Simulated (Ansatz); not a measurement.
Ta₄⁺. The state is a doublet with charge 1. Geometry r2SCAN-D4/def2-SVP; atoms count from 1.

```csv
atom,x (Å),y (Å),z (Å)
Ta1,0.785,-0.364,-1.288
Ta2,-0.482,1.508,-0.133
Ta3,-1.193,-1.037,0.153
Ta4,0.890,-0.106,1.268
```

In the def2 sets Ta takes a core potential; there is no spin–orbit coupling. The structure comes from a short search, and lower isomers may exist.

Question: Estimate the Mulliken populations from the PBE0/def2-TZVP orbitals of Ansatz.

Answer: 
```csv
atom,charge (e),spin (α − β),d electrons
Ta1,0.27,-0.12,3.59
Ta2,0.23,0.62,3.57
Ta3,0.23,0.62,3.57
Ta4,0.27,-0.12,3.59
```
Mulliken values depend strongly on the basis.

Question: Where does the spin sit?

Answer: Summed by element: Ta 1.00, of 1 unpaired in all. Largest on single atoms: Ta2 0.62, Ta3 0.62, Ta1 -0.12.

Question: And the Mayer bond orders between heavy atoms (over 0.3)?

Answer: Ta1–Ta2 1.87 (2.54 Å); Ta1–Ta3 1.87 (2.54 Å); Ta1–Ta4 1.79 (2.57 Å); Ta2–Ta3 1.56 (2.66 Å); Ta2–Ta4 1.87 (2.54 Å); Ta3–Ta4 1.87 (2.54 Å).
